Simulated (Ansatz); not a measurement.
`C[Si](O)(O)F` + `BN` → `BN[Si](C)(O)F` + H₂O  (ligand exchange at the Si–O bond)

Program: Ansatz. Geometries: PBE0-D4/def2-TZVP. ΔE: electronic, gas phase. CBS: MP2 limit from def2 TZ/QZ plus the TZ coupled-cluster correction, frozen cores. This one scheme is used for every species. Functionals use def2-TZVPP. B3LYP here is the variant with VWN-RPA as its local correlation; programs differ in this. Each species was taken in one conformer, which may not be the lowest.

Task: Is it downhill or uphill in electronic energy at CCSD(T)/CBS, and by how much? (Best estimate.)

Result: Computed: Uphill: ΔE = +54.3 kJ/mol.

Task: What do these levels give: PBE-D4, r2SCAN-D4, PBE0-D4, B3LYP-D4, ωB97X-V, ωB97M-V, SCS-MP2/def2-TZVPP, CCSD/def2-TZVPP, CCSD(T)/def2-TZVPP, HF/def2-QZVPP, HF/CBS(def2), CCSD/CBS(def2)? (Best estimate.)

Result: The calculation gave: PBE-D4 57.0, r2SCAN-D4 62.0, PBE0-D4 56.7, B3LYP-D4 59.3, ωB97X-V 59.6, ωB97M-V 59.4, SCS-MP2/def2-TZVPP 58.6, CCSD/def2-TZVPP 58.5, CCSD(T)/def2-TZVPP 57.0, HF/def2-QZVPP 68.1, HF/CBS(def2) 68.0, CCSD/CBS(def2) 55.9 kJ/mol.

Largest T1 diagnostic among the species: 0.012.

The D4 term adds −8.3 kJ/mol with B3LYP and −4.8 kJ/mol with PBE0; it sums over pairs of atoms, weighted by their polarisabilities, and B3LYP, whose exchange is more repulsive, gets the larger term. In def2-TZVPP, CCSD(T) changes the Hartree–Fock value by −11.4 kJ/mol (the triples alone add −1.6 kJ/mol) and MP2 by −12.1 kJ/mol.
